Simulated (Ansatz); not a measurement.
The cluster PtO₂. The state is a singlet with charge 0. Geometry r2SCAN-D4/def2-TZVPD, that of the charge -1 doublet.

```xyz
3

Pt    0.000    0.000    0.000
O     1.035    0.018   -1.434
O    -1.035   -0.018    1.434
```

In the def2 sets Pt takes a core potential; there is no spin–orbit coupling. The structure comes from a short search, and lower isomers may exist.

(1) Estimate the orbital energies around the gap (eV) in Ansatz with PBE-D4/def2-TZVPD, r2SCAN-D4/def2-TZVPD, PBE0-D4/def2-TZVPD.

Results:

(1) 
```json
{"orbital": "HOMO−5", "PBE-D4/def2-TZVPD": "-9.53", "r2SCAN-D4/def2-TZVPD": "-9.77", "PBE0-D4/def2-TZVPD": "-11.12"}
{"orbital": "HOMO−4", "PBE-D4/def2-TZVPD": "-9.53", "r2SCAN-D4/def2-TZVPD": "-9.77", "PBE0-D4/def2-TZVPD": "-10.85"}
{"orbital": "HOMO−3", "PBE-D4/def2-TZVPD": "-9.37", "r2SCAN-D4/def2-TZVPD": "-9.74", "PBE0-D4/def2-TZVPD": "-10.85"}
{"orbital": "HOMO−2", "PBE-D4/def2-TZVPD": "-8.84", "r2SCAN-D4/def2-TZVPD": "-9.28", "PBE0-D4/def2-TZVPD": "-10.65"}
{"orbital": "HOMO−1", "PBE-D4/def2-TZVPD": "-8.84", "r2SCAN-D4/def2-TZVPD": "-9.28", "PBE0-D4/def2-TZVPD": "-10.65"}
{"orbital": "HOMO", "PBE-D4/def2-TZVPD": "-7.65", "r2SCAN-D4/def2-TZVPD": "-8.01", "PBE0-D4/def2-TZVPD": "-9.06"}
{"orbital": "LUMO", "PBE-D4/def2-TZVPD": "-6.41", "r2SCAN-D4/def2-TZVPD": "-6.45", "PBE0-D4/def2-TZVPD": "-5.63"}
{"orbital": "LUMO+1", "PBE-D4/def2-TZVPD": "-6.41", "r2SCAN-D4/def2-TZVPD": "-6.45", "PBE0-D4/def2-TZVPD": "-5.63"}
{"orbital": "LUMO+2", "PBE-D4/def2-TZVPD": "-0.55", "r2SCAN-D4/def2-TZVPD": "-0.10", "PBE0-D4/def2-TZVPD": "-0.01"}
{"orbital": "LUMO+3", "PBE-D4/def2-TZVPD": "-0.55", "r2SCAN-D4/def2-TZVPD": "-0.10", "PBE0-D4/def2-TZVPD": "-0.01"}
{"orbital": "LUMO+4", "PBE-D4/def2-TZVPD": "-0.30", "r2SCAN-D4/def2-TZVPD": "0.26", "PBE0-D4/def2-TZVPD": "0.29"}
{"orbital": "LUMO+5", "PBE-D4/def2-TZVPD": "0.29", "r2SCAN-D4/def2-TZVPD": "0.79", "PBE0-D4/def2-TZVPD": "0.64"}
```
